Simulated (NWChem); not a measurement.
C3H5BO; SMILES C#CB(C)O

```xyz
10

B     -0.0728    -0.4530    -0.0012
C      0.0198     1.0928    -0.0009
C      0.0918     2.3085     0.0003
H      0.1611     3.3819     0.0021
C      1.2108    -1.3517     0.0000
H      0.9706    -2.4242    -0.0101
H      1.8287    -1.1318     0.8868
H      1.8447    -1.1173    -0.8715
O     -1.2950    -1.0424     0.0002
H     -2.0153    -0.4023     0.0001
```
Atoms are numbered in this order, from 1.

Results from NWChem. Coordinates come from a PBE0/def2-SVP optimisation. Total energies compare along this basis series because the functional is fixed.

| level | basis functions | energy (Ha) | highest occupied level (eV) | orbital gap (eV) | dipole (D) |
|---|---|---|---|---|---|
| PBE0/def2-SVP | 95 | -216.9837 | [?] | [?] | 1.47 |
| PBE0/def2-SVPD | 143 | -216.9962 | -8.23 | 7.24 | 1.43 |
| PBE0/def2-TZVP | 185 | -217.2263 | -8.17 | 7.24 | 1.41 |
| PBE0/def2-TZVPP | 225 | -217.2290 | -8.17 | 7.23 | 1.38 |

Question: Complete the blanks.

Answer: 
- PBE0/def2-SVP, highest occupied level (eV): -8.08
- PBE0/def2-SVP, orbital gap (eV): 7.31
